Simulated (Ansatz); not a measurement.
Input for Ansatz (an electronic-structure program): R-CCSD(T)/def2-TZVPP on BiH3O3 (SMILES [OH][Bi]([OH])[OH]), a point of a torsion scan. Elements past Kr take the def2 small-core potentials; no spin–orbit coupling. The run froze 12 orbitals, filled d shells among them.

Ansatz 0.2 input:
```yaml
crystal:
  periodic: [false, false, false]
  atoms:
    - {symbol: O, position_ang: [-1.18200482, -1.07015080, -0.38861524]}
    - {symbol: Bi, position_ang: [0.29396885, 0.31619143, -0.02391797]}
    - {symbol: O, position_ang: [1.24982352, -1.05246279, 1.14977964]}
    - {symbol: O, position_ang: [-0.80824810, 1.09586608, 1.51571849]}
    - {symbol: H, position_ang: [-2.02824516, -0.74436760, -0.08621139]}
    - {symbol: H, position_ang: [0.65863074, -1.78244681, 1.33010141]}
    - {symbol: H, position_ang: [-0.84620751, 0.48498213, 2.24981324]}
basis:
  gaussian:
    orbitals: def2-TZVPP
magnetization: {spin_polarized: false}
correlation: {method: ccsd_t, electrons: outside_noble_gas}
scf: {lower_state_search: off}
```

Program output:

```
WARN ansatz: RAYON_NUM_THREADS=1 ignored (pool sized by the plan → 1); use --threads N
Functional definition: HF
these checks for a lower state are left out or cut short: stability, starts, cluster_reference, orbital_swaps, neighbouring_geometries, increment
integrals: 0.65 GiB planned
1317 factors; integrals over basis functions are off by at most 7.2e-4 eV
mean field: 0.57 GiB planned
mean field evaluation 1: about -11966.5612 eV, gradient 6.4e1 eV
mean field evaluation 2: about -11966.5997 eV, gradient 6.4e1 eV
mean field evaluation 4: about -11973.6688 eV, gradient 3.0e0 eV
mean field evaluation 8: about -11973.7261 eV, gradient 3.7e-1 eV
mean field -11973.72683805 eV, -440.0263452148 hartree, gradient 9.4e-6 eV, S^2 0.000000; 0 other end points of the search recorded, 0 dependent functions left out
12 core orbitals not correlated
reference -11973.72683805 eV, -440.0263452148 hartree; 13, 13 occupied and 160, 160 virtual orbitals, 1317 factors
second order -23.37468552 eV of doubles, -0.00000000 eV of singles
coupled cluster: 1.93 GiB planned
cycle   1  -22.71385795 eV  change    6.6e-1 eV  update   1.2e-1
cycle   2  -23.27801812 eV  change   -5.6e-1 eV  update   4.1e-2
cycle   3  -23.43400509 eV  change   -1.6e-1 eV  update   2.0e-2
cycle   4  -23.41926929 eV  change    1.5e-2 eV  update   5.9e-3
cycle   5  -23.41568070 eV  change    3.6e-3 eV  update   2.8e-3
cycle   6  -23.41750104 eV  change   -1.8e-3 eV  update   1.0e-3
cycle   7  -23.41705246 eV  change    4.5e-4 eV  update   3.8e-4
cycle   8  -23.41680864 eV  change    2.4e-4 eV  update   1.1e-4
cycle   9  -23.41683857 eV  change   -3.0e-5 eV  update   5.0e-5
cycle  10  -23.41683945 eV  change   -8.8e-7 eV  update   1.9e-5
perturbative correction -0.90623855 eV, -0.0333036523 hartree
Total energy: -11998.04991604 eV, -440.9202018443 hartree
Checks for a lower state left out: stability, starts, cluster_reference, orbital_swaps, neighbouring_geometries, increment
```

The calculation finished and met its thresholds.

Cost: around 120 core-seconds (rough).
